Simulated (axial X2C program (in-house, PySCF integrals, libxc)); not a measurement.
Low determinants of MnH⁺ at the PBE0 level, with spin–orbit coupling

All values were computed with an in-house all-electron X2C program for linear molecules (integrals from PySCF). Two-component (2c) means X2C with spin–orbit coupling and atomic mean-field two-electron Coulomb and Gaunt terms. Basis: Mn dyall-cv3z [9s10p6d3f2g], H dyall-v3z [6s2p1d] (cores contracted in-house); Gaussian nuclei, density fitting, unrestricted open shells. Masses: Mn 54.938 u, H 1.008 u.

Search at 1.610 Å (vertical energies from the lowest determinant):

```
ΔE (eV)    state  electrons beyond evenly filled partner blocks  electrons in ±ω = 1/2, 3/2, 5/2, 7/2
   0.00  Ω = 5/2                                        ω = 5/2                              18 6 1 0
   1.95  Ω = 3/2                          2 × ω = -1/2, ω = 5/2                              18 6 1 0
   2.49  Ω = 1/2                    ω = -1/2, ω = -3/2, ω = 5/2                              17 7 1 0
   2.83  Ω = 7/2                     ω = -1/2, ω = 3/2, ω = 5/2                              17 7 1 0
   2.90  Ω = 1/2                                        ω = 1/2                              17 6 2 0
   3.80  Ω = 7/2                           2 × ω = 1/2, ω = 5/2                              18 6 1 0
   3.89  Ω = 3/2                     ω = 1/2, ω = -3/2, ω = 5/2                              17 7 1 0
```

Lowest determinant, Ω = 5/2 (⟨Sz⟩ = 2.50, ⟨Lz⟩ = 0.00 at PBE0): Re = 1.609 Å, ωe = 1780.9 cm⁻¹.

The determinant in row 2 of the search, Ω = 3/2 (⟨Sz⟩ = 1.50, ⟨Lz⟩ = 0.00 at PBE0), was followed along the bond at PBE0; measured from the minimum of the lowest determinant it gives:

Te = 1.941 eV (15653 cm⁻¹), Re = 1.565 Å, ωe = 1849.6 cm⁻¹.

**Question.** Compare the bond of the determinant in row 2 with that of the lowest one.

**Answer.** At PBE0 its Re is 0.044 Å shorter and its force constant, which goes as ωe², is 1.08 times that of the lowest determinant. T0 ≈ Te + Δωe/2 = 15653 + (34) = 15687 cm⁻¹.

The search compares states at one distance, so a state with another bond length can lie lower; it is not exhaustive and yields mostly the lowest determinant of each block pattern, so other components and higher states of one pattern are missing. These are energies of single determinants, not of spin-adapted states; PBE0 term energies can be off by some tenths of an eV, and the functional has no current term.
